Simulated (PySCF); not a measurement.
## Relaxation of doublet IS₂

Computed with UPBE0/[I def2-TZVP with ECP28, S def2-TZVP], scalar-relativistic core potentials, density fitting, no spin–orbit coupling, PySCF. A (50,194) grid was used.

A start displaced from a saddle point along its imaginary mode, of C2v symmetry, held to at least that symmetry:

Coordinates in bohr (charge 0 multiplicity 2):
```
I     0.2207   -0.0891    0.0000
S    -0.4381    0.1769    4.4848
S    -0.4381    0.1769   -4.4848
```

What forces act on the atoms at the start (eV/Å)?


```tsv
atom	Fx	Fy	Fz
I1	0.83	-0.33	0.00
S2	-0.41	0.16	-0.94
S3	-0.41	0.16	0.94
```

What does it relax to?

It ends at C2v with I–S 2.257 Å (×2); S–I–S 114.5°. The frequency run here used a shortcut that can spoil soft modes, so no verdict on minimum or saddle point is given. Other isomers or separated fragments may lie lower.

How much energy is released, and in how many steps?

124.7 kJ/mol in 6 steps.

With an element this heavy the missing spin–orbit coupling can shift these numbers.
